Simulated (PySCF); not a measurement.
**Electronic structure of C (carbon, neutral) at the UHF level**

Configuration: [He] 2s2 2p2, high-spin 3P determinant. All numbers are calculated (PySCF 2.14, no relativity, point nucleus, in 6-31G*).

- Total energy: -37.680577 hartree
- One-electron energy: -50.4808 hartree
- Hartree (Coulomb) energy: 17.8879 hartree
- Exchange energy: -5.0877 hartree
- Kinetic energy: 37.70299 hartree
- ⟨S²⟩: 2.0047
- ⟨L²⟩: 2.008
- Sum of ⟨r⟩: 7.042 bohr
- Sum of ⟨r²⟩: 13.12 bohr²
- Traceless quadrupole moment −½Σ⟨3z² − r²⟩ along its main axis: 1.39 e·bohr²
- Density at the nucleus (Gaussians lack the cusp): 120 bohr⁻³
- Spin density at the nucleus: 0.114 bohr⁻³
- Langevin diamagnetic susceptibility: -10.4 ×10⁻⁶ cm³/mol
- Time after the integrals: 0.04 s of wall time on 1 thread of Neoverse-V2 (shared host)

```csv
shell,electrons,mean orbital energy (eV),"rms radius, mean of both spins (bohr)"
1s α,1,-308.47,0.312
1s β,1,-307.24,0.312
2s α,1,-22.312,1.73
2s β,1,-15.644,1.73
2p α,2,-11.679,1.86
```
